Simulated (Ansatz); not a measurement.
```yaml
crystal:
  periodic: [false, false, false]
  atoms:
    - {symbol: C, position_ang: [-2.076718, -0.687773, 1.275222]}
    - {symbol: S, position_ang: [-1.543893, -0.493425, -0.461668]}
    - {symbol: Zr, position_ang: [0.452163, 0.657075, 0.243943]}
    - {symbol: Cl, position_ang: [-0.004316, 2.457672, 1.701218]}
    - {symbol: S, position_ang: [1.527668, 1.352785, -1.775420]}
    - {symbol: C, position_ang: [0.177860, 2.542232, -2.089463]}
    - {symbol: S, position_ang: [1.927853, -0.927665, 1.299628]}
    - {symbol: C, position_ang: [1.639363, -2.522833, 0.464307]}
    - {symbol: H, position_ang: [-2.968099, -0.087489, 1.448653]}
    - {symbol: H, position_ang: [-1.314003, -0.381531, 2.001760]}
    - {symbol: H, position_ang: [-2.292438, -1.740221, 1.454436]}
    - {symbol: H, position_ang: [-0.256851, 2.326296, -3.064201]}
    - {symbol: H, position_ang: [0.582347, 3.552796, -2.069885]}
    - {symbol: H, position_ang: [-0.633897, 2.489596, -1.351822]}
    - {symbol: H, position_ang: [2.498364, -2.741178, -0.168476]}
    - {symbol: H, position_ang: [0.734167, -2.505298, -0.140025]}
    - {symbol: H, position_ang: [1.550430, -3.291049, 1.231794]}
basis:
  gaussian: {orbitals: cc-pVTZ-DK, nuclear_model: gaussian}
hamiltonian: {xc: {name: PBE0-DH}}
output: {forces: true}
```

```sh
$ ansatz run in.yaml --threads 4 --pin off --events-out ev --progress --plain --max-ram 46080MiB --backend cuda --devices 0, --max-vram 37GiB
```

It prints (some lines left out):

```
Functional definition: PBE0-DH
2563 factors; integrals over basis functions are off by at most 1.1e-3 eV
mean field evaluation 1: about -146293.6724 eV, gradient 4.9e1 eV
mean field evaluation 2: about -146293.8160 eV, gradient 4.9e1 eV
mean field evaluation 4: about -146298.7665 eV, gradient 1.5e1 eV
mean field evaluation 8: about -146299.3357 eV, gradient 1.0e0 eV
mean field evaluation 16: about -146299.3383 eV, gradient 9.3e-4 eV
mean field -146299.33833612 eV, -5376.4015185994 hartree, gradient 8.2e-6 eV, S^2 0.000000; 0 other end points of the search recorded, 0 dependent functions left out
37 core orbitals not correlated: weight in the atoms' cores, before any rotation towards them, 1.000 or more for the frozen orbitals, at most 0.000 for the correlated occupied ones
reference -146299.33837172 eV, -5376.4015199075 hartree; 29, 29 occupied and 363, 363 virtual orbitals, 2563 factors
second order -55.12348671 eV of doubles, -0.00000000 eV of singles
Total energy: -146306.22880756 eV, -5376.6547387541 hartree
Relativity: scalar
Atom 0 at    -2.076718    -0.687773     1.275222 Å, force    -0.055064    -0.020568     0.139764 eV/Å
Atom 1 at    -1.543893    -0.493425    -0.461668 Å, force     0.020747     0.020922     0.027442 eV/Å
Atom 2 at     0.452163     0.657075     0.243943 Å, force    -0.028395     0.008831    -0.011379 eV/Å
Atom 3 at    -0.004316     2.457672     1.701218 Å, force     0.014784    -0.043697    -0.031428 eV/Å
Atom 4 at     1.527668     1.352785    -1.775420 Å, force    -0.023987     0.006240     0.028272 eV/Å
Atom 5 at     0.177860     2.542232    -2.089463 Å, force    -0.104943     0.096789    -0.035389 eV/Å
Atom 6 at     1.927853    -0.927665     1.299628 Å, force    -0.024180     0.008042    -0.018525 eV/Å
Atom 7 at     1.639363    -2.522833     0.464307 Å, force    -0.005496    -0.142071    -0.066270 eV/Å
Atom 8 at    -2.968099    -0.087489     1.448653 Å, force     0.121346    -0.083012    -0.030738 eV/Å
Atom 9 at    -1.314003    -0.381531     2.001760 Å, force    -0.084950    -0.031228    -0.097636 eV/Å
Atom 10 at    -2.292438    -1.740221     1.454436 Å, force     0.028126     0.145014    -0.030504 eV/Å
Atom 11 at    -0.256851     2.326296    -3.064201 Å, force     0.065824     0.027087     0.134088 eV/Å
Atom 12 at     0.582347     3.552796    -2.069885 Å, force    -0.050023    -0.143755    -0.003080 eV/Å
Atom 13 at    -0.633897     2.489596    -1.351822 Å, force     0.106109    -0.003465    -0.079201 eV/Å
Atom 14 at     2.498364    -2.741178    -0.168476 Å, force    -0.119935     0.034520     0.093817 eV/Å
Atom 15 at     0.734167    -2.505298    -0.140025 Å, force     0.124604     0.003297     0.085485 eV/Å
Atom 16 at     1.550430    -3.291049     1.231794 Å, force     0.015433     0.117052    -0.104718 eV/Å
Dipole moment:    -0.338971    -0.276783    -0.111714 e Å
```

Run time 15 s (4 threads of an AMD EPYC 7R13 on a shared host and a share of an NVIDIA H100 80 GB); peak host memory 3.2 GiB.
